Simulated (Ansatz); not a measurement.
```xyz
12

C    -0.8834    0.9528    0.6370
N    -0.0091   -0.0019    0.0021
C    -0.6223   -1.2815   -0.2537
Ga    1.6977    0.3707   -0.4322
Br    2.9966   -1.2054   -1.4314
Br    2.5726    2.4212    0.0141
H    -1.2373    0.5812    1.6082
H    -1.7676    1.1535    0.0169
H    -0.3692    1.9003    0.8063
H     0.0822   -1.9628   -0.7336
H    -1.4952   -1.1778   -0.9125
H    -0.9649   -1.7502    0.6788
```

The species carries charge 0 and has multiplicity 1.

**Question.** List the CAM-B3LYP/def2-TZVPP orbital energies in eV (Ansatz 0.2.0). (Estimate.)

**Answer.** Ansatz gave: Occupied: -13140.93, -13140.93, -10140.79, -1702.42, -1702.42, -1534.17, -1534.17, -1534.11, -1534.11, -1534.11, -1534.11, -1252.37, -1109.67, -1109.60, -1109.55, -391.86, -279.63, -279.63, -238.50, -238.50, -179.40, -179.40, -179.23, -179.23, -179.21, -179.21, -152.78, -106.22, -106.09, -105.97, -73.74, -73.74, -73.69, -73.69, -73.68, -73.68, -73.54, -73.54, -73.54, -73.54, -27.37, -26.12, -26.03, -25.96, -25.88, -25.65, -23.25, -22.91, -21.77, -19.10, -15.66, -14.61, -14.44, -13.38, -12.75, -12.27, -11.24, -11.17, -10.46, -10.06, -9.92, -9.72, -8.20. Lowest empty: -0.24, 0.18, 1.89, 2.44, 3.06, 3.69, 3.74, 3.85.
